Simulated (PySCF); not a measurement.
# Mg⁺: ionisation energy

Mg⁺ [Ne] 3s1 [3s1/2^1, M_J = 1/2] → Mg²⁺ [Ne], as a difference of total energies. Computed with PySCF 2.14 in x2c-QZVPPall-2c (9s7p5d2f, 69 functions), with the two-component X2C-1e Hamiltonian. Correlated levels: [Ne] frozen; the 2 highest virtual spinors dropped. "Screened" scales the spin-orbit matrix elements by Boettger's factors to mimic the two-electron term; Breit and QED terms are absent.

```
                        method  ionisation energy (eV)  error (eV)
     GHF (screened spin-orbit)                  14.745      -0.290
    GMP2 (screened spin-orbit)                  14.745      -0.290
   GCCSD (screened spin-orbit)                  14.745      -0.290
GCCSD(T) (screened spin-orbit)                  14.745      -0.290
```

Reference: 15.035 eV (measured; NIST Atomic Spectra Database, ionization energies).

Errors of the correlated levels include the incompleteness of this basis and the frozen core.
